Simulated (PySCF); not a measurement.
C2HF2, SMILES [CH]=C(F)F, multiplicity 2.

Geometry optimised at PBE0-D3(BJ)/def2-TZVP. The isomer is the one that the SMILES or the coordinates give; other isomers of the formula were not compared.

All values below come from PBE/def2-TZVPD run with PySCF.

Isolated molecule, no solvent.

The total energy is -276.21304 hartree and the point group is Cs. The α spin, highest occupied and lowest empty level is -6.88 and -0.77 eV, the β spin, highest occupied and lowest empty level comes out as -6.55 and -4.40 eV and the dipole moment is 1.10 D. The quadrupole, principal values (traceless, Buckingham form, about the centre of nuclear charge) comes out as -2.54, -0.85, 3.39 D·Å. The mean static polarisability is 28.4 bohr³ (4.21 Å³) and the polarisability, principal values comes out as 22.0, 26.4, 36.9 bohr³. The ⟨S²⟩ is 0.757 (pure state 0.75).
